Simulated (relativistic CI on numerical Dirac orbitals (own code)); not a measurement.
**Energy levels of Sb28+**

Computed by Dirac-Coulomb-Breit CI, separate exchange-only KLI orbitals for each configuration, model QED, unscaled Slater integrals (own radial code, finite nucleus).

CI space (outside the closed core [Ne]): 3s2 3p6 3d5, 3s2 3p5 3d6, 3s2 3p4 3d7, 3s 3p6 3d6, 3p6 3d7, 3s 3p5 3d7, 3s2 3p6 3d4 4s, 3s2 3p6 3d4 4p, 3s2 3p6 3d4 4d, 3s2 3p4 3d6 4s, 3s2 3p4 3d6 4p, 3s2 3p6 3d4 4f, 3s2 3p5 3d5 4s, 3s2 3p5 3d5 4p, 3s 3p5 3d6 4s, 3s 3p5 3d6 4p, 3s2 3p6 3d3 4s2, 3s 3p6 3d5 4s, 3s2 3p6 3d3 4s 4p, 3s2 3p6 3d4 5p. Levels of other configurations are missing.

| No. | Configuration | Term | J | E (eV) | % | Landé g | Lifetime (s) |
| --- | --- | --- | --- | --- | --- | --- | --- |
| 41 | 3p5 3d6(3P) | 4D° | 7/2 | 201.825 | 38 | 1.415 | 3.92e-11 |
| 42 | 3p5 3d6(5D) | 6F° | 9/2 | 202.108 | 70 | 1.389 | 1.43e-10 |
| 43 | 3p5 3d6(5D) | 4P° | 1/2 | 205.008 | 29 | 2.024 | 2.46e-10 |
| 44 | 3p5 3d6(5D) | 4P° | 3/2 | 207.096 | 40 | 1.672 | 7.08e-11 |
| 45 | 3p5 3d6(3F) | 4G° | 11/2 | 208.102 | 34 | 1.199 | 1.30e-10 |
| 46 | 3p5 3d6(5D) | 6F° | 5/2 | 208.334 | 26 | 1.291 | 5.74e-11 |
| 47 | 3p5 3d6(5D) | 4F° | 7/2 | 208.933 | 43 | 1.382 | 2.03e-11 |
| 48 | 3p5 3d6(3G) | 4H° | 13/2 | 209.516 | 80 | 1.201 | 6.17e-11 |
| 49 | 3p5 3d6(3P) | 2P° | 1/2 | 211.817 | 30 | 1.095 | 1.50e-10 |
| 50 | 3p5 3d6(3F) | 4F° | 3/2 | 211.899 | 38 | 0.786 | 7.55e-11 |
| 51 | 3p5 3d6(1D) | 2F° | 7/2 | 213.541 | 37 | 1.192 | 2.75e-11 |
| 52 | 3p5 3d6(3H) | 4H° | 9/2 | 214.432 | 32 | 1.108 | 2.02e-11 |
| 53 | 3p5 3d6(3H) | 4I° | 15/2 | 215.344 | 90 | 1.182 | 4.08e-10 |
| 54 | 3p5 3d6(3F) | 4F° | 5/2 | 215.876 | 23 | 1.407 | 8.10e-12 |
| 55 | 3p5 3d6(3D) | 4D° | 7/2 | 215.910 | 45 | 1.385 | 5.97e-12 |
| 56 | 3p5 3d6(3D) | 4D° | 3/2 | 216.390 | 37 | 1.254 | 1.75e-11 |
| 57 | 3p5 3d6(3P) | 4D° | 7/2 | 218.384 | 43 | 1.248 | 1.20e-11 |
| 58 | 3p5 3d6(3F) | 2G° | 9/2 | 218.520 | 38 | 1.114 | 2.95e-11 |
| 59 | 3p5 3d6(3H) | 4H° | 11/2 | 219.271 | 46 | 1.151 | 1.24e-11 |
| 60 | 3p5 3d6(5D) | 6P° | 5/2 | 219.532 | 40 | 1.537 | 3.61e-12 |
| 61 | 3p5 3d6(3D) | 4D° | 7/2 | 220.232 | 27 | 1.121 | 1.92e-11 |
| 62 | 3p5 3d6(5D) | 6P° | 3/2 | 220.318 | 66 | 2.098 | 2.38e-12 |
| 63 | 3p5 3d6(3H) | 2I° | 13/2 | 221.558 | 48 | 1.123 | 1.20e-11 |
| 64 | 3p5 3d6(3D) | 4F° | 5/2 | 223.120 | 29 | 1.065 | 9.44e-12 |
| 65 | 3p5 3d6(3F) | 4G° | 11/2 | 223.357 | 35 | 1.109 | 2.39e-11 |
| 66 | 3p5 3d6(3H) | 2G° | 9/2 | 223.690 | 31 | 1.133 | 1.19e-11 |
| 67 | 3p5 3d6(3D) | 2F° | 5/2 | 225.079 | 31 | 1.129 | 1.46e-11 |
| 68 | 3p5 3d6(1S) | 2P° | 3/2 | 226.220 | 39 | 1.329 | 9.82e-12 |
| 69 | 3p5 3d6(3F) | 2G° | 7/2 | 226.303 | 35 | 1.071 | 2.18e-11 |
| 70 | 3p5 3d6(3D) | 4F° | 9/2 | 226.334 | 53 | 1.240 | 3.04e-11 |

Energies count from the lowest computed level; ° marks odd parity; lifetimes are radiative, by E1, M1, E2, M2, E3 decay to levels of this space only. Percentages are summed over parent terms; the parents shown are those of the largest component, closed shells are left out there.

The mean weight of the leading LS term, summed over parents, in these 30 levels is 42 %, and that of the leading jj configuration (from the same eigenvectors) 62 %, so jj coupling describes them better and the LS labels are nominal.

At this charge energies of transitions that change n are usually good to better than 1 %, and those within a shell (Δn = 0) to a few per cent. Terms inside the open d or f shell come out 10 to 20 % too wide with unscaled integrals.

LS names give the leading component of a level, which can be under half, so a name can repeat, a term be missing and a line seem to break the LS rules.
